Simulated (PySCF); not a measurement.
A calculated (UHF, PySCF 2.14, cc-pV(D+d)Z, no relativity, point nucleus) atom or ion has these occupied shells.

```json
{"shell": "1s α", "electrons": "1", "orbital energy (eV)": "-1882.6", "rms radius, mean of both spins (bohr)": "0.129"}
{"shell": "1s β", "electrons": "1", "orbital energy (eV)": "-1882.4", "rms radius, mean of both spins (bohr)": "0.129"}
{"shell": "2s α", "electrons": "1", "orbital energy (eV)": "-177.37", "rms radius, mean of both spins (bohr)": "0.614"}
{"shell": "2s β", "electrons": "1", "orbital energy (eV)": "-177.17", "rms radius, mean of both spins (bohr)": "0.614"}
{"shell": "2p α", "electrons": "3", "orbital energy (eV)": "-125.68", "rms radius, mean of both spins (bohr)": "0.599"}
{"shell": "2p β", "electrons": "3", "orbital energy (eV)": "-125.34", "rms radius, mean of both spins (bohr)": "0.599"}
{"shell": "3s α", "electrons": "1", "orbital energy (eV)": "-24.101", "rms radius, mean of both spins (bohr)": "2.26"}
{"shell": "3s β", "electrons": "1", "orbital energy (eV)": "-21.700", "rms radius, mean of both spins (bohr)": "2.26"}
{"shell": "3p α", "electrons": "1", "orbital energy (eV)": "-16.170", "rms radius, mean of both spins (bohr)": "2.70"}
```

Question: Name the element and its charge.

Answer: Si+ (silicon, charge +1), in [Ne] 3s2 3p1, 2P determinant.
